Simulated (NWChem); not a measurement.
All runs are NWChem calculations. System: F6Mo, charge 0, spin multiplicity 1, optimised in this run. The structure started from a generated list of species. Level: B3LYP/def2-SVP with def2 effective core potentials on Mo.

Output (cleaned and shortened):

```
             Northwest Computational Chemistry Package (NWChem) 7.3.0
             --------------------------------------------------------

                                NWChem Input Module
                                -------------------

 Scaling coordinates for geometry "geometry" by  1.889725989
 (inverse scale =  0.529177249)

 Turning off AUTOSYM since
 SYMMETRY directive was detected!

          ------
          auto-z
          ------
  Looking for out-of-plane bends

                             Geometry "geometry" -> ""
                             -------------------------

 Output coordinates in angstroms (scale by  1.889725989 to convert to a.u.)

  No.       Tag          Charge          X              Y              Z
 ---- ---------------- ---------- -------------- -------------- --------------
    1 Mo                  42.0000     0.00000000     0.00000000     0.00000000
    2 F                    9.0000     0.00000000     0.00000000     1.73663100
    3 F                    9.0000     0.00000000     0.00000000    -1.73663100
    4 F                    9.0000     1.73663000     0.00000000     0.00000000
    5 F                    9.0000     0.00000000    -1.73663100     0.00000000
    6 F                    9.0000     0.00000000     1.73663100     0.00000000
    7 F                    9.0000    -1.73663000     0.00000000     0.00000000

 Effective nuclear repulsion energy (a.u.)     937.5491945177

            Nuclear Dipole moment (a.u.)
            ----------------------------
        X                 Y               Z
 ---------------- ---------------- ----------------
     0.0000000000     0.0000000000     0.0000000000

      Symmetry information
      --------------------

 Group name             D2h
 Group number             26
 Group order               8
 No. of unique centers     4

      Symmetry unique atoms

     1    2    4    5


 Summary of "ao basis" -> "" (spherical)
 ------------------------------------------------------------------------------
       Tag                 Description            Shells   Functions and Types
 ---------------- ------------------------------  ------  ---------------------
 *                          def2-svp                  on all atoms

                           NWChem Geometry Optimization
                           ----------------------------

 maximum gradient threshold         (gmax) =   0.000450
 rms gradient threshold             (grms) =   0.000300
 maximum cartesian step threshold   (xmax) =   0.001800
 rms cartesian step threshold       (xrms) =   0.001200
 fixed trust radius                (trust) =   0.300000
 maximum step size to saddle      (sadstp) =   0.100000
 energy precision                  (eprec) =   5.0D-06
 maximum number of steps          (nptopt) =   80
 initial hessian option           (inhess) =    0
 line search option               (linopt) =    1
 hessian update option            (modupd) =    1
 saddle point option              (modsad) =    0
 initial eigen-mode to follow     (moddir) =    0
 initial variable to follow       (vardir) =    0
 follow first negative mode     (firstneg) =    T
 apply conjugacy                    (opcg) =    F
 source of zmatrix                         =   autoz

          -------------------
          Energy Minimization
          -------------------

 Names of Z-matrix variables
    1              2              3              4              5
    6              7              8              9             10
   11             12             13             14             15
   16             17             18

 Variables with the same non-blank name are constrained to be equal

 Using diagonal initial Hessian
 Scaling for Hessian diagonals: bonds = 1.00  angles = 0.25  torsions = 0.10

          --------
          Step   0
          --------

                         Geometry "geometry" -> "geometry"
                         ---------------------------------

 Output coordinates in angstroms (scale by  1.889725989 to convert to a.u.)

  No.       Tag          Charge          X              Y              Z
 ---- ---------------- ---------- -------------- -------------- --------------
    1 Mo                  42.0000     0.00000000     0.00000000     0.00000000
[...]
      ----------- --------  ----- ----- ----- ----- ----- ---------- ----------
    1 Stretch                  1     2                       1.82871    0.00000
    2 Stretch                  1     3                       1.82871    0.00000
    3 Stretch                  1     4                       1.82872   -0.00000
    4 Stretch                  1     5                       1.82871    0.00000
    5 Stretch                  1     6                       1.82871    0.00000
    6 Stretch                  1     7                       1.82872   -0.00000
    7 Bend                     2     1     4                90.00000    0.00000
    8 Bend                     2     1     5                90.00000    0.00000
    9 Bend                     2     1     6                90.00000   -0.00000
   10 Bend                     2     1     7                90.00000    0.00000
   11 Bend                     3     1     4                90.00000    0.00000
   12 Bend                     3     1     5                90.00000    0.00000
   13 Bend                     3     1     6                90.00000    0.00000
   14 Bend                     3     1     7                90.00000   -0.00000
   15 Bend                     4     1     5                90.00000    0.00000
   16 Bend                     4     1     6                90.00000    0.00000
   17 Bend                     5     1     7                90.00000   -0.00000
   18 Bend                     6     1     7                90.00000   -0.00000

                         Geometry "geometry" -> "geometry"
                         ---------------------------------

 Output coordinates in angstroms (scale by  1.889725989 to convert to a.u.)

  No.       Tag          Charge          X              Y              Z
 ---- ---------------- ---------- -------------- -------------- --------------
    1 Mo                  42.0000     0.00000000     0.00000000     0.00000000
    2 F                    9.0000     0.00000000     0.00000000     1.82871391
    3 F                    9.0000     0.00000000     0.00000000    -1.82871391
    4 F                    9.0000     1.82871773     0.00000000     0.00000000
    5 F                    9.0000     0.00000000    -1.82871283     0.00000000
    6 F                    9.0000     0.00000000     1.82871283     0.00000000
    7 F                    9.0000    -1.82871773     0.00000000     0.00000000

 Effective nuclear repulsion energy (a.u.)     890.3393058016

            Nuclear Dipole moment (a.u.)
            ----------------------------
        X                 Y               Z
 ---------------- ---------------- ----------------
     0.0000000000     0.0000000000     0.0000000000

      Symmetry information
      --------------------

 Group name             D2h
 Group number             26
 Group order               8
 No. of unique centers     4

      Symmetry unique atoms

     1    2    4    5

                Final and change from initial internal coordinates
                --------------------------------------------------

                                Z-matrix (autoz)
                                --------

 Units are Angstrom for bonds and degrees for angles

      Type          Name      I     J     K     L     M      Value       Change
      ----------- --------  ----- ----- ----- ----- ----- ---------- ----------
    1 Stretch                  1     2                       1.82871    0.09208
    2 Stretch                  1     3                       1.82871    0.09208
    3 Stretch                  1     4                       1.82872    0.09209
    4 Stretch                  1     5                       1.82871    0.09208
    5 Stretch                  1     6                       1.82871    0.09208
    6 Stretch                  1     7                       1.82872    0.09209
    7 Bend                     2     1     4                90.00000    0.00000
    8 Bend                     2     1     5                90.00000    0.00000
    9 Bend                     2     1     6                90.00000    0.00000
   10 Bend                     2     1     7                90.00000    0.00000
   11 Bend                     3     1     4                90.00000    0.00000
   12 Bend                     3     1     5                90.00000    0.00000
   13 Bend                     3     1     6                90.00000    0.00000
   14 Bend                     3     1     7                90.00000    0.00000
   15 Bend                     4     1     5                90.00000    0.00000
   16 Bend                     4     1     6                90.00000    0.00000
   17 Bend                     5     1     7                90.00000    0.00000
   18 Bend                     6     1     7                90.00000    0.00000

 ==============================================================================
                                internuclear distances
 ------------------------------------------------------------------------------
       center one      |      center two      | atomic units |  angstroms
 ------------------------------------------------------------------------------
    2 F                |   1 Mo               |     3.45577  |     1.82871
    3 F                |   1 Mo               |     3.45577  |     1.82871
    4 F                |   1 Mo               |     3.45578  |     1.82872
    5 F                |   1 Mo               |     3.45577  |     1.82871
    6 F                |   1 Mo               |     3.45577  |     1.82871
    7 F                |   1 Mo               |     3.45578  |     1.82872
 ------------------------------------------------------------------------------
                         number of included internuclear distances:          6
 ==============================================================================

 ==============================================================================
                                 internuclear angles
 ------------------------------------------------------------------------------
        center 1       |       center 2       |       center 3       |  degrees
 ------------------------------------------------------------------------------
    2 F                |   1 Mo               |   3 F                |   180.00
    2 F                |   1 Mo               |   4 F                |    90.00
    2 F                |   1 Mo               |   5 F                |    90.00
    2 F                |   1 Mo               |   6 F                |    90.00
    2 F                |   1 Mo               |   7 F                |    90.00
    3 F                |   1 Mo               |   4 F                |    90.00
    3 F                |   1 Mo               |   5 F                |    90.00
    3 F                |   1 Mo               |   6 F                |    90.00
    3 F                |   1 Mo               |   7 F                |    90.00
    4 F                |   1 Mo               |   5 F                |    90.00
    4 F                |   1 Mo               |   6 F                |    90.00
    4 F                |   1 Mo               |   7 F                |   180.00
    5 F                |   1 Mo               |   6 F                |   180.00
    5 F                |   1 Mo               |   7 F                |    90.00
    6 F                |   1 Mo               |   7 F                |    90.00
 ------------------------------------------------------------------------------
                            number of included internuclear angles:         15
 ==============================================================================

 Task  times  cpu:       13.2s     wall:       13.2s

 Total times  cpu:       13.3s     wall:       13.3s
```

**Question.** Write an NWChem input that would produce this output.

**Answer.** Several could match; the one computed here: 
```
start mol
memory heap 200 mb stack 900 mb global 1100 mb
geometry units angstroms
  Mo     0.000000     0.000000     0.000000
  F      0.000000     0.000000     1.736631
  F      0.000000     0.000000    -1.736631
  F      1.736630     0.000000     0.000000
  F      0.000000    -1.736631     0.000000
  F      0.000000     1.736631     0.000000
  F     -1.736630     0.000000     0.000000
  symmetry group D2h
end
basis spherical
  * library def2-svp
end
ecp
  Mo library def2-ecp
end
dft
  xc b3lyp
  semidirect memsize 60000000 filesize 0
  iterations 100
end
driver
  maxiter 80
end
task dft optimize
```
